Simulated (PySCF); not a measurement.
Simulation results for AlCl$_{2}$, AlBClFH, AlFH$_{4}$NSi, Al$_{2}$FH$_{2}$O and others

Computed with PySCF 2.14.0. Calculation on a computer-drawn molecule: the log of a Hartree-Fock and frozen-core CCSD(T) single point meant for a local Hartree-Fock minimum, with one planted fault or none, to be diagnosed. Offsets are logged minus clean, where the clean run is the same molecule without the fault. The reference is restricted for singlets and unrestricted otherwise, and also for a bond in bohr or an excited solution. Adding or removing an electron swaps singlet and doublet. The excited solution moves the top pair (singlet) or top alpha electron (doublet) to the lowest empty orbital. Highest occupied and lowest empty are orbital energies over both spins, largest force is the largest gradient component, triples share is (T) over the correlation energy, the T1 limit is 0.02 restricted and 0.045 unrestricted, electrons count all cores, a negative frequency is imaginary (commonest isotopes), and the dipole is about the centre of nuclear charge.

Common to all runs: logged SCF converged yes; logged SCF stable within its kind yes; possible faults no fault, one electron removed, one electron added, multiplicity raised by two, geometry at a saddle point, SCF held on an excited solution, minimal basis STO-3G, one bond length entered in bohr, all coordinates scaled.

(1) 
```xyz
3
formula=AlCl2 meant_charge=0 meant_multiplicity=2 meant_basis=cc-pV(D+d)Z logged_electrons=46 logged_basis_functions=69 logged_spin_squared=0 logged_highest_occupied=-18.214 logged_lowest_empty=-8.0919 logged_largest_force=0.062741 logged_T1_diagnostic=0.017846 logged_D1_diagnostic=0.054327 logged_triples_share=0.029716 logged_CC_converged=yes logged_dipole_magnitude=6.1026 logged_energy_HF=-1160.72777 logged_energy_CCSD(T)=-1161.08493 planted_fault=one_electron_removed HF_energy_offset_from_clean_run=203.3 CCSD(T)_energy_offset_from_clean_run=198.6
Cl     0.6710    -0.4172    -1.5937
Al    -0.6353     0.8067    -0.4686
Cl    -2.3476     1.5792    -1.4387
```

Units: logged_highest_occupied, logged_lowest_empty in eV; logged_largest_force in hartree/bohr; logged_dipole_magnitude in debye; logged_energy_HF, logged_energy_CCSD(T) in hartree; HF_energy_offset_from_clean_run, CCSD(T)_energy_offset_from_clean_run in kcal/mol.

Drawn bonds:
```
atom  other atom  order
   1           2      1
   2           3      1
```

(2) 
```xyz
5
formula=AlBClFH meant_charge=1 meant_multiplicity=1 meant_basis=cc-pV(D+d)Z logged_electrons=44 logged_basis_functions=79 logged_spin_squared=0 logged_highest_occupied=-16.459 logged_lowest_empty=-5.2577 logged_largest_force=0.14814 logged_T1_diagnostic=0.015898 logged_D1_diagnostic=0.045981 logged_triples_share=0.023469 logged_CC_converged=yes logged_dipole_magnitude=1.8114 logged_energy_HF=-825.89519 logged_energy_CCSD(T)=-826.37786 planted_fault=all_coordinates_scaled,by_-8.8_% HF_energy_offset_from_clean_run=31.14 CCSD(T)_energy_offset_from_clean_run=34.82
F     -0.2057    -3.2536     1.1954
Al    -0.1587    -1.7864     1.2750
B     -0.1108     0.2253     1.3783
Cl    -1.3914     0.9790     0.9339
H      0.8052     0.6697     1.7378
```

Units: logged_highest_occupied, logged_lowest_empty in eV; logged_largest_force in hartree/bohr; logged_dipole_magnitude in debye; logged_energy_HF, logged_energy_CCSD(T) in hartree; HF_energy_offset_from_clean_run, CCSD(T)_energy_offset_from_clean_run in kcal/mol.

Drawn bonds:
```
atom  other atom  order
   1           2      1
   2           3      1
   3           4      1
   3           5      1
```

(3) 
```xyz
5
formula=AlBClFH meant_charge=1 meant_multiplicity=1 meant_basis=cc-pV(D+d)Z logged_electrons=43 logged_basis_functions=79 logged_spin_squared=0.774 logged_highest_occupied=-24.57 logged_lowest_empty=-14.544 logged_largest_force=0.022235 logged_T1_diagnostic=0.037482 logged_D1_diagnostic=0.18321 logged_triples_share=0.028125 logged_CC_converged=yes logged_dipole_magnitude=4.783 logged_energy_HF=-825.36906 logged_energy_CCSD(T)=-825.84244 planted_fault=one_electron_removed HF_energy_offset_from_clean_run=361.3 CCSD(T)_energy_offset_from_clean_run=370.8
F     -0.2256    -3.5675     1.3107
Al    -0.1741    -1.9588     1.3981
B     -0.1215     0.2470     1.5113
Cl    -1.5257     1.0734     1.0240
H      0.8829     0.7343     1.9055
```

Units: logged_highest_occupied, logged_lowest_empty in eV; logged_largest_force in hartree/bohr; logged_dipole_magnitude in debye; logged_energy_HF, logged_energy_CCSD(T) in hartree; HF_energy_offset_from_clean_run, CCSD(T)_energy_offset_from_clean_run in kcal/mol.

Drawn bonds:
```
atom  other atom  order
   1           2      1
   2           3      1
   3           4      1
   3           5      1
```

(4) 
```xyz
8
formula=AlFH4NSi meant_charge=1 meant_multiplicity=1 meant_basis=cc-pV(D+d)Z logged_electrons=46 logged_basis_functions=32 logged_spin_squared=0 logged_highest_occupied=-13.972 logged_lowest_empty=0.75353 logged_largest_force=0.029068 logged_T1_diagnostic=0.021198 logged_D1_diagnostic=0.077279 logged_triples_share=0.048762 logged_CC_converged=yes logged_dipole_magnitude=2.5029 logged_energy_HF=-678.64808 logged_energy_CCSD(T)=-678.8325 planted_fault=minimal_basis_STO-3G HF_energy_offset_from_clean_run=5190 CCSD(T)_energy_offset_from_clean_run=5418
F     -2.3248    -0.7334    -1.3490
Al    -0.8491    -0.9581    -0.7580
N      0.7301    -1.1778    -0.1674
Si     2.2374    -0.6789    -1.0301
H      0.8690    -1.6183     0.7323
H      3.0425    -1.8743    -1.3032
H      1.6768    -0.0902    -2.2678
H      2.9402     0.3173    -0.2145
```

Units: logged_highest_occupied, logged_lowest_empty in eV; logged_largest_force in hartree/bohr; logged_dipole_magnitude in debye; logged_energy_HF, logged_energy_CCSD(T) in hartree; HF_energy_offset_from_clean_run, CCSD(T)_energy_offset_from_clean_run in kcal/mol.

Drawn bonds:
```
atom  other atom  order
   1           2      1
   2           3      1
   3           4      1
   3           5      1
   4           6      1
   4           7      1
   4           8      1
```

Notes: T1 above single-reference limit.

(5) 
```xyz
6
formula=Al2FH2O meant_charge=1 meant_multiplicity=1 meant_basis=cc-pV(D+d)Z logged_electrons=44 logged_basis_functions=84 logged_spin_squared=0 logged_highest_occupied=-16.263 logged_lowest_empty=-5.2879 logged_largest_force=0.084402 logged_T1_diagnostic=0.014455 logged_D1_diagnostic=0.03461 logged_triples_share=0.016889 logged_CC_converged=yes logged_dipole_magnitude=1.1343 logged_energy_HF=-659.16348 logged_energy_CCSD(T)=-659.65912 planted_fault=all_coordinates_scaled,by_-6.7_% HF_energy_offset_from_clean_run=22.72 CCSD(T)_energy_offset_from_clean_run=29.5
F     -3.0672    -1.5562     3.5267
Al    -2.1988    -1.2292     2.3535
O     -1.3343    -0.9038     1.1855
Al    -0.3735    -0.5419    -0.1163
H      0.3172    -1.7022    -0.6485
H     -0.4097     0.8650    -0.4712
```

Units: logged_highest_occupied, logged_lowest_empty in eV; logged_largest_force in hartree/bohr; logged_dipole_magnitude in debye; logged_energy_HF, logged_energy_CCSD(T) in hartree; HF_energy_offset_from_clean_run, CCSD(T)_energy_offset_from_clean_run in kcal/mol.

Drawn bonds:
```
atom  other atom  order
   1           2      1
   2           3      1
   3           4      1
   4           5      1
   4           6      1
```

(6) 
```xyz
5
formula=AlClFH2 meant_charge=-1 meant_multiplicity=1 meant_basis=aug-cc-pV(D+d)Z logged_electrons=42 logged_basis_functions=105 logged_spin_squared=2.0385 logged_highest_occupied=0.47501 logged_lowest_empty=-0.30505 logged_largest_force=0.053909 logged_dipole_magnitude=10.815 logged_energy_HF=-802.0436 planted_fault=multiplicity_raised_by_two HF_energy_offset_from_clean_run=126.9
F     -0.3325    -2.0944    -0.1648
Al     1.3359    -2.2072     0.0860
Cl     1.8632    -4.4042    -0.0553
H      2.1287    -1.4374    -1.0880
H      1.7104    -1.7092     1.5731
```

Units: logged_highest_occupied, logged_lowest_empty in eV; logged_largest_force in hartree/bohr; logged_dipole_magnitude in debye; logged_energy_HF in hartree; HF_energy_offset_from_clean_run in kcal/mol.

Drawn bonds:
```
atom  other atom  order
   1           2      1
   2           3      1
   2           4      1
   2           5      1
```

Notes: coupled-cluster numbers left out as unreliable; highest electron not bound in this basis.

(7) 
```xyz
6
formula=Al2ClFH2 meant_charge=0 meant_multiplicity=1 meant_basis=cc-pV(D+d)Z logged_electrons=55 logged_basis_functions=93 logged_spin_squared=0.7639 logged_highest_occupied=-0.54667 logged_lowest_empty=5.2765 logged_largest_force=0.034817 logged_T1_diagnostic=0.016991 logged_D1_diagnostic=0.076828 logged_triples_share=0.020264 logged_CC_converged=yes logged_dipole_magnitude=1.1624 logged_energy_HF=-1044.0962 logged_energy_CCSD(T)=-1044.59878 planted_fault=one_electron_added HF_energy_offset_from_clean_run=-2.557 CCSD(T)_energy_offset_from_clean_run=-10.7
F      1.7456    -0.2223    -2.5401
Al     0.8005     0.0545    -1.2015
Al     1.5040     2.0618     0.2957
Cl     0.2010     3.7489     0.3160
H     -0.4101    -0.9372    -1.0157
H      2.7799     2.2005     1.2083
```

Units: logged_highest_occupied, logged_lowest_empty in eV; logged_largest_force in hartree/bohr; logged_dipole_magnitude in debye; logged_energy_HF, logged_energy_CCSD(T) in hartree; HF_energy_offset_from_clean_run, CCSD(T)_energy_offset_from_clean_run in kcal/mol.

Drawn bonds:
```
atom  other atom  order
   1           2      1
   2           3      1
   3           4      1
   2           5      1
   3           6      1
```

(8) 
```xyz
5
formula=AlBClFH meant_charge=1 meant_multiplicity=1 meant_basis=cc-pV(D+d)Z logged_electrons=45 logged_basis_functions=79 logged_spin_squared=0.761 logged_highest_occupied=-6.9702 logged_lowest_empty=1.2307 logged_largest_force=0.078295 logged_T1_diagnostic=0.017527 logged_D1_diagnostic=0.060467 logged_triples_share=0.02319 logged_CC_converged=yes logged_dipole_magnitude=1.6445 logged_energy_HF=-826.1633 logged_energy_CCSD(T)=-826.65354 planted_fault=one_electron_added HF_energy_offset_from_clean_run=-141.9 CCSD(T)_energy_offset_from_clean_run=-145
F     -1.9936    -0.8823     1.3885
Al    -1.1264    -1.6154     0.2209
B     -1.4303    -0.2853    -1.5487
Cl    -1.6807     0.7093    -2.8050
H     -0.2533    -2.8808     0.1111
```

Units: logged_highest_occupied, logged_lowest_empty in eV; logged_largest_force in hartree/bohr; logged_dipole_magnitude in debye; logged_energy_HF, logged_energy_CCSD(T) in hartree; HF_energy_offset_from_clean_run, CCSD(T)_energy_offset_from_clean_run in kcal/mol.

Drawn bonds:
```
atom  other atom  order
   1           2      1
   2           3      1
   3           4      1
   2           5      1
```
